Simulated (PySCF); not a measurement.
SMILES Bc1cccc(O)c1 (C6H7BO), GFN2-xTB optimised geometry.

```
15

B     -1.73    -1.84     0.00
C     -0.93    -0.51     0.00
C     -1.57     0.73     0.00
C     -0.85     1.91     0.00
C      0.54     1.89     0.00
C      1.20     0.66     0.00
O      2.56     0.68     0.00
C      0.47    -0.51     0.00
H     -2.90    -1.81     0.00
H     -1.17    -2.86     0.00
H     -2.65     0.77     0.00
H     -1.36     2.86     0.00
H      1.12     2.80     0.00
H      2.90    -0.23     0.00
H      1.00    -1.46     0.00
```

Density from B3LYP/def2-TZVP run with PySCF at that geometry.

Minimum of the electron density along straight lines between bonded atoms, close to the bond critical point (lines longer than 1.1 times the sum of covalent radii, or with two minima, are not listed):

```csv
bond,length / Å,ρ at the minimum / e bohr⁻³,∇²ρ there / e bohr⁻⁵,position (fraction from the first atom)
B1–C2,1.544,0.194,?,0.33
C2–C3,1.402,0.314,-0.93,0.49
C3–C4,1.383,0.326,-0.99,0.50
C4–C5,1.383,0.325,-0.98,0.50
C5–C6,1.393,0.323,-0.98,0.48
C6–O7,1.362,0.294,?,0.35
C2–C8,1.401,0.313,-0.92,0.49
C6–C8,1.386,0.327,-0.99,0.52
B1–H9,1.169,0.193,-0.36,0.44
B1–H10,1.170,0.193,-0.36,0.44
C3–H11,1.080,0.290,-1.05,0.65
C4–H12,1.080,0.289,-1.04,0.64
C5–H13,1.079,0.290,-1.05,0.65
O7–H14,0.965,0.360,?,0.80
C8–H15,1.083,0.286,-1.01,0.64
```

### Question
What belongs in the gaps?

### Answer

- B1–C2, ∇²ρ there / e bohr⁻⁵: -0.22
- C6–O7, ∇²ρ there / e bohr⁻⁵: -0.62
- O7–H14, ∇²ρ there / e bohr⁻⁵: -2.43
